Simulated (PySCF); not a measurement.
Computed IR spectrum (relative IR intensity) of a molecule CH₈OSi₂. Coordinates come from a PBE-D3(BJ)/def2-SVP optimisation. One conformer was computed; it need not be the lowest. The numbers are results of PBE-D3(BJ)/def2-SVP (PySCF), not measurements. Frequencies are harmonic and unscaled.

Lines under 2 % of the strongest are left out, and lines within 2 cm⁻¹ are merged.

ν (cm⁻¹): 472 (vw), 538 (vw), 679 (m), 706 (m), 751 (m), 834 (w), 872 (vs), 892 (m), 905 (w), 914 (w), 919 (m), 953 (vs), 1096 (s), 1222 (w), 2140 (m), 2145 (m), 2155 (m), 2173 (m), 2183 (m), 2208 (m), 2914 (w), 2990 (w) (against the strongest line: vs over 80 %, s over 45 %, m over 15 %, w over 4 %, vw less)

Task: Identify the compound among the candidates.
A) OC([SiH3])[SiH3]
B) CO[SiH2][SiH3]
C) [SiH3]CO[SiH3]
D) OC[SiH2][SiH3]

Result: C, [SiH3]CO[SiH3]
